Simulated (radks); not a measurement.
Task: The mean radii <r> (bohr) of the occupied orbitals of an atom or ion are listed with their occupations. All-electron calculation, Dirac Kohn-Sham, PBE, spin-unpolarised, spherical densities, finite nucleus; Fermi nuclear charge, rms radius of each element as measured or else 0.836 A^(1/3) + 0.57 fm. Program: a radial shooting solver on a logarithmic mesh with Libxc functionals.

orbital  occ.      <r>
1s1/2       2  0.03916
2s1/2       2   0.1722
2p1/2       2   0.1475
2p3/2       4   0.1517
3s1/2       2   0.4918
3p1/2       2   0.4913
3p3/2       4   0.5017
3d3/2       4   0.4960
3d5/2       6   0.4997
4s1/2       2    1.352
4p1/2       2    1.527
4p3/2       4    1.559

Name the element and its charge. Open shells, if any, fill j = l - 1/2 first.

Result: Z = 38, strontium, charge +2: Sr2+ in [Kr]. The 1s radius gives Z: for a bare nucleus <r> = (2 gamma + 1)/(2Z) with gamma = sqrt(1 - (Z/c)^2), 0.03844 bohr for Z = 38, and screening makes it slightly larger (0.03916 here). The occupations add up to 36, and the charge is Z minus that.
